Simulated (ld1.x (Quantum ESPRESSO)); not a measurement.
**Ranking TM potentials for tellurium (Te)**

All share these settings but for the change named:

tellurium (Te), norm-conserving Troullier–Martins (Kleinman–Bylander form), made with ld1.x (Quantum ESPRESSO) 7.5 (PBE, non-relativistic). Core [Kr], reference 4d10 5s2 5p4. Waves: 5p (bound): rc 2.40 bohr; 4d (bound): rc 1.35 bohr; 5s (bound): rc 1.75 bohr. Local part: the s channel. Core correction: Bessel-smoothed model core inside 0.85 bohr.

Test errors are all-electron minus pseudo excitation energies from the reference, over 4d10 5s2 5p3; 4d10 5s2 5p2; 4d10 5s2 5p1; 4d10 5s2 5p4.3; 4d10 5s1 5p5; 4d9 5s2 5p4; 4d10 5s2 5p3.5. None of these files shows a bound ghost.

The base gives 475.6 meV.

Of 10 variants that were run, those that failed, showed a ghost or another fault, or gave nearly equal values are left out.

A variant can come out equal or close to the base, since the largest error may sit in a test that the change hardly touches while other tests move.

Question: Rank these variants by their largest absolute test error, smallest first.
A. scalar-relativistic
B. wave 4d (bound): rc 1.35 bohr becomes 4d (bound): rc 2.04 bohr
C. all radii but the core radius scaled by about 1.17 (s 2.06, p 2.82, d 1.58 bohr)

Answer: B (184.7 meV), C (380.7 meV), A (431.6 meV).
